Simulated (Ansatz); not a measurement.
Coupled-cluster diagnostics for B(OMe2)H3 (C₂H₉BO), Ansatz.

Geometry of the singlet (PBE-D4/def2-SVP):

```xyz
13

B    -1.0437    0.8976    0.6983
O    -0.2664   -0.3047   -0.1261
C     0.6609   -1.0492    0.6814
C     0.2928    0.1260   -1.3782
H     0.1024   -1.3811    1.5731
H     1.5086   -0.4010    0.9909
H     1.0262   -1.9200    0.1012
H     1.1182    0.8488   -1.2029
H     0.6604   -0.7602   -1.9331
H    -0.5234    0.6215   -1.9309
H    -1.8559    1.3181   -0.1189
H    -0.1474    1.6948    0.9879
H    -1.5326    0.3096    1.6572
```

Correlated methods freeze 4 core orbitals.

**Question.** Estimate the CCSD(T) correlation energy, the shares of MP2 and (T), T1 and the reference's ⟨S²⟩ for: charge 0, singlet, own geometry in def2-TZVPP; and the rough time on 4 threads of Arm Neoverse V2 on a shared host.

**Answer.** 
| state | basis | correlation (eV) | MP2 share (%) | (T) share (%) | T1 | ⟨S²⟩ (pure) | wall time |
| --- | --- | --- | --- | --- | --- | --- | --- |
| charge 0, singlet, own geometry | def2-TZVPP | -22.017 | 90.6 | 3.4 | 0.010 | 0.00 (0.00) | 5 min |
Customary marks for T1 are 0.02 (closed shells), 0.045 (open shells) and about 0.05 (3d metals). T1 stays under 0.02 throughout.
